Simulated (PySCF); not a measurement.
# Working out the ionisation energy of Pr⁺

Pr⁺ [Xe] 4f3 6s1 (high-spin determinant) → Pr²⁺ [Xe] 4f3 (high-spin determinant). Computed with PySCF 2.14 in cc-pVDZ-X2C, with scalar relativity by spin-free X2C-1e. Frozen: [Kr] 4d10. Energies in hartree (1 hartree = 27.21139 eV):

```json
{"part": "UHF", "Pr⁺ (lower)": "-9232.869184", "Pr²⁺ (upper)": "-9232.506146"}
{"part": "CCSD correlation", "Pr⁺ (lower)": "-0.296385", "Pr²⁺ (upper)": "-0.276471"}
{"part": "(T)", "Pr⁺ (lower)": "-0.012763", "Pr²⁺ (upper)": "-0.010637"}
```

Q: What does Hartree-Fock give?

A: (-9232.506146) − (-9232.869184) = 0.363038 hartree = 9.879 eV.

Q: What do CCSD and CCSD(T) give?

A: The CCSD correlation energies differ by 0.019914 hartree = 0.542 eV and the triples by 0.002126 hartree = 0.058 eV, so CCSD gives 10.421 eV and CCSD(T) 10.479 eV.

A first-order spin-orbit estimate adds -0.002 eV to CCSD(T) (valence), giving 10.477 eV against 10.631 ± 0.02 eV (semi-empirical (NIST evaluation); NIST Atomic Spectra Database, ionization energies).

One determinant mixes LS terms, so it does not stand for a single term.

A double-zeta basis recovers only part of the correlation energy.

What remains against the reference includes basis incompleteness, the frozen core and higher excitations.
